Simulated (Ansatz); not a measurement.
The cluster Hf5⁺. Charge 1, multiplicity 2. Geometry r2SCAN-D4/def2-SVP; atoms count from 1.

```xyz
5

Hf   -2.372   -1.507    0.558
Hf    0.286   -1.928    0.247
Hf   -0.628    0.696    0.586
Hf    1.910    0.152   -0.468
Hf    0.804    2.587   -0.923
```

In the def2 sets Hf takes a core potential; there is no spin–orbit coupling. The charge 1 doublet is spin-contaminated (final ⟨S²⟩ up to 1.24, 0.75 for a pure state). No other spin state of charge 1 was run. The geometry of the doublet was relaxed on an unsound state (⟨S²⟩ 1.73, where a pure state has 0.75). Another isomer (doublet) lies 2.98 eV lower at PBE0-D4/def2-TZVP; other spin states weren't run for this one.

Q: Estimate the Mulliken populations from the PBE0/def2-TZVP orbitals of Ansatz.

A: 
| atom | charge (e) | spin (α − β) | d electrons |
| --- | --- | --- | --- |
| Hf1 | 0.23 | 0.64 | 2.23 |
| Hf2 | 0.16 | -0.13 | 2.54 |
| Hf3 | 0.24 | -0.04 | 2.52 |
| Hf4 | 0.15 | -0.13 | 2.54 |
| Hf5 | 0.23 | 0.65 | 2.23 |
Mulliken values and Mayer orders depend strongly on the basis.

Q: Where does the spin sit?

A: Summed by element: Hf 1.00, of 1 unpaired in all. Largest on single atoms: Hf5 0.65, Hf1 0.64, Hf2 -0.13.

Q: And the Mayer bond orders between bonded heavy atoms (over 0.3)?

A: Hf1–Hf2 1.84 (2.71 Å); Hf1–Hf3 1.35 (2.81 Å); Hf2–Hf3 1.16 (2.80 Å); Hf2–Hf4 1.57 (2.73 Å); Hf3–Hf4 1.16 (2.80 Å); Hf3–Hf5 1.35 (2.81 Å); Hf4–Hf5 1.83 (2.71 Å).
